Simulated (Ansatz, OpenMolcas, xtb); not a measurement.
How methods differ on InCl (SMILES [Cl][In])

InCl: 2 atoms, total charge 0, spin state singlet. SMILES: `[Cl][In]`. The shape comes from GFN2-xTB, which is rough for such elements, and wasn't checked as a minimum.

```xyz
2

Cl    0.0000    0.0000    0.0000
In    0.0000    0.0000    2.3857
```

Each level gives the vertical ionisation energy (to the doublet cation) (eV). The values are calculated.

```
                          level            kind     program  value (eV)  CPU time (all runs)
                       GFN1-xTB  semi-empirical         xtb       14.16            under 2 s
                       GFN2-xTB  semi-empirical         xtb       14.17            under 2 s
                      HF/STO-3G    Hartree–Fock      Ansatz        5.14                  1 s
                   SVWN5/STO-3G             LDA      Ansatz        6.47                2.9 s
PBEsol/LANL2DZ (core potential)             GGA  OpenMolcas        9.39                5.4 s
                    BLYP/STO-3G             GGA      Ansatz        6.18                4.5 s
                     PBE/STO-3G             GGA      Ansatz        6.28                4.7 s
                  revPBE/STO-3G             GGA      Ansatz        6.17                4.6 s
                  r2SCAN/STO-3G        meta-GGA      Ansatz        6.17                8.9 s
                   B3LYP/STO-3G   global hybrid      Ansatz        6.43                3.5 s
```

All-electron rows without a relativistic Hamiltonian named are non-relativistic, while core potentials hold scalar relativity, so basis and relativity change together. Spin-orbit coupling, which can split open shells on such heavy atoms by tenths of an eV, is left out. The values span 5.14 to 14.17 eV. The xTB values lack the empirical shift that such differences need. Times are those of the runs behind each value, whatever else they computed, on shared processors of several kinds: orders of magnitude only.
